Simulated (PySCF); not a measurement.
Order these species by their calculated properties.

Each SMILES stands for a single optimised conformer of the isolated species, non-relativistic unless stated. Electronic properties by PySCF.

The conformers computed, where there is a choice (atom-mapped SMILES and torsion angles):
- `[CH3:1][CH2:2][C@@H:3]1[C@H:4]([CH3:5])[CH2:6][P@@:7]1([CH3:8])=[NH:9]`: C1–C2–C3–C4 171°
- `[CH3:1][CH2:2][C:3]1=[CH:4][P@H+:5]1[CH3:6]`: C1–C2–C3–C4 -3°
- `[N:1]#[C:2][CH2:3][S:4][S:5]/[CH:6]=[CH:7]\[CH:8]=[O:9]`: C2–C3–S4–S5 -63°, C3–S4–S5–C6 95°, S4–S5–C6–C7 -179°, C6–C7–C8–O9 0°
- `[CH3:1][O:2][C:3](=[O:4])[PH:5][CH3:6]`: C1–O2–C3–O4 0°, O2–C3–P5–C6 -59°
- `[CH3:1][N:2]([SiH3:3])[CH2:4][CH2:5][SiH:6]([F:7])[F:8]`: C1–N2–C4–C5 74°, N2–C4–C5–Si6 179°, C4–C5–Si6–F7 172°
- `[CH:1]#[C:2][P:3]([CH:4]=[CH2:5])[C:6]([CH3:7])([CH3:8])[CH3:9]`: C2–P3–C4–C5 17°, C2–P3–C6–C7 53°
- `[CH3:1][N:2]([CH3:3])[SiH2:4][C:5]([F:6])([F:7])[SiH3:8]`: C1–N2–Si4–C5 161°, N2–Si4–C5–F6 73°
- `[CH3:1][CH2:2][p:3]1[cH:4][c:5]([CH3:6])[cH:7][c:8]1[CH3:9]`: C1–C2–P3–C4 -78°
- `[F:1][CH2:2][C:3]([F:4])([F:5])[c+:6]1[cH:7][c:8]1[Cl:9]`: F1–C2–C3–F4 89°, C2–C3–C6–C7 -87°

The conformers of `C#CP1CCc2ccccc21` aren't listed.

Question: Rank by smallest rotational constant, highest first (GFN2-xTB).
A. `COC(=O)PC`
B. `p1c2ccccc2cc(c1)C`
C. `CCC1=C[P@H+]1C`
D. `C(CSS/C=C\C=O)#N`
E. `CC[C@@H]1[C@H](C)C[P@@]1(C)=N`

Answer: A (1.580 GHz), C (1.354 GHz), E (0.951 GHz), D (0.701 GHz), B (0.564 GHz).

Give the two extremes of that set in cm⁻¹.

`Cc1cpc2ccccc2c1`: 0.0188 cm⁻¹; `COC(=O)PC`: 0.0527 cm⁻¹.

Question: Rank by dipole moment, lowest first (PBE0/pcSseg-1 at GFN2-xTB geometries).
A. `N#CCSS/C=C\C=O`
B. `N(CC[SiH](F)F)([SiH3])C`
C. `CC1=CC2=CC=CC=C2P=C1`
D. `C#CP(C=C)C(C)(C)C`
E. `COC(=O)PC`
F. `N([SiH2]C([SiH3])(F)F)(C)C`

Answer: A (0.71 D), D (1.36 D), C (1.75 D), B (2.02 D), E (2.41 D), F (2.83 D).

Question: Rank by HOMO–LUMO gap, lowest first (PBE0/pcSseg-1 at GFN2-xTB geometries).
A. `COC(=O)PC`
B. `CCC1=C[P@H+]1C`
C. `C=CP(C(C)(C)C)C#C`
D. `N#CCSS/C=C\C=O`
E. `CC1=CC2=CC=CC=C2P=C1`
F. `CC[C@@H]1[C@H](C)C[P@@]1(C)=N`
G. `CCP1C=C(C)C=C1C`

Answer: E (4.44 eV), D (4.98 eV), G (5.37 eV), C (6.28 eV), A (6.94 eV), F (7.05 eV), B (7.86 eV).

Give the two extremes of that set in kcal/mol.

`Cc1cpc2ccccc2c1`: 102 kcal/mol; `CCC1=C[P@H+]1C`: 181 kcal/mol.

Question: Rank by HOMO energy, highest first (PBE0/pcSseg-1 at GFN2-xTB geometries).
A. `CCp1cc(C)cc1C`
B. `C1(=C[P@H+]1C)CC`
C. `N#CCSS/C=C\C=O`
D. `CC[C@@H]1[C@H](C)C[P@@]1(C)=N`
E. `C#CP1CCC2=CC=CC=C21`
F. `FCC(F)(F)[C+]1C=C1Cl`

Answer: D (-6.07 eV), A (-6.23 eV), E (-6.86 eV), C (-7.26 eV), B (-13.40 eV), F (-14.40 eV).
